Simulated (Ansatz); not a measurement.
Two structures of BH2Cl2F, closed shell, reached by relaxing down either side of one saddle point (PBE0-D4/def2-TZVP). Energies are electronic, without zero-point energy. Computed with Ansatz 0.2.0 (basis: def2-TZVPP and def2-QZVPP); correlated methods freeze the cores. Extrapolation: Hartree–Fock as exp(−7.88 √X), correlation as X^−2.97. First:

```csv
atom,x (Å),y (Å),z (Å)
B1,-0.3276,-0.2344,-0.8830
H2,0.2786,0.7571,-1.1239
Cl3,0.4657,-1.7735,-1.0001
Cl4,-2.0202,-0.1353,-0.5125
H5,1.0602,1.0713,1.8081
F6,0.5434,0.3148,1.7115
```

Second:

```csv
atom,x (Å),y (Å),z (Å)
B1,-0.5040,-0.8462,0.2734
H2,0.9882,1.7176,-0.7321
Cl3,0.4694,-1.8571,-0.7534
Cl4,-2.0307,-0.2097,-0.2630
H5,1.1583,1.7598,-0.0064
F6,-0.0814,-0.5644,1.4815
```

(1) Which bonds change from the first to the second?

(2) Give the saddle point's structure and its height above each. (An estimate is asked for; the value comes from the calculation.)

The T1 diagnostic stays at or below 0.012. The start structure is not quite a true minimum (one mode of 89i cm⁻¹).

Answers

(1) BHCl₂ ([Cl][BH][Cl]) + HF → BCl₂F ([F][B]([Cl])[Cl]) + H₂; bonds formed: B1–F6, H2–H5; bonds broken: B1–H2, H5–F6.

(2) Computed: 110.7 kJ/mol above the first and 213.3 kJ/mol above the second (CCSD(T) at an estimated basis limit (MP2 extrapolated from triple and quadruple zeta, plus CCSD(T) − MP2 in triple zeta)).
| atom | x (Å) | y (Å) | z (Å) |
| --- | --- | --- | --- |
| B1 | -0.1584 | -0.1860 | -0.1827 |
| H2 | 0.4952 | 0.9049 | -0.5151 |
| Cl3 | 0.6258 | -1.6168 | -0.8410 |
| Cl4 | -1.8949 | 0.0443 | -0.3466 |
| H5 | 0.6348 | 0.8013 | 0.5447 |
| F6 | 0.2975 | 0.0524 | 1.3409 |

Labels in which every atom is bracketed show which atoms are joined, not bond orders.

For scale, one of the runs: CCSD(T)/def2-TZVPP, 174 basis functions, launched by `ansatz run in.yaml --threads 2 --pin off --events-out ev --progress --plain --max-ram 4352MiB`. Time: 41 s of wall clock on 2 CPU threads of an Arm Neoverse V1; the host was shared. Peak host memory: 1.5 GiB.
